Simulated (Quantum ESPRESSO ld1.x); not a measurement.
Species: the indium ion In4+. Configuration: [Kr] 4d9. Calculated with ld1.x of Quantum ESPRESSO 7.5: scalar-relativistic Kohn-Sham, LDA (Slater exchange, VWN5 correlation), spin-unpolarised, spherical densities, point nucleus. Some entries of the table are withheld. Estimate them.

orbital,occ.,eigenvalue (Ry),<1/r> (bohr^-1),r(max) (bohr)
1s,2,-2041.1252,51.81,0.019
2s,2,-308.7815,11.81,0.109
2p,6,-277.6941,11.38,0.087
3s,2,(1),(2),(3)
3p,6,-51.3083,3.979,0.310
3d,10,-35.4547,3.753,0.258
4s,2,-12.3315,1.646,0.765
4p,6,-9.2646,(4),0.816
4d,9,-4.8022,(5),0.920

Answer. 
(1) 3s eigenvalue (Ry): -61.4896
(2) 3s <1/r> (bohr^-1): 4.175
(3) 3s r(max) (bohr): 0.315
(4) 4p <1/r> (bohr^-1): 1.495
(5) 4d <1/r> (bohr^-1): 1.195
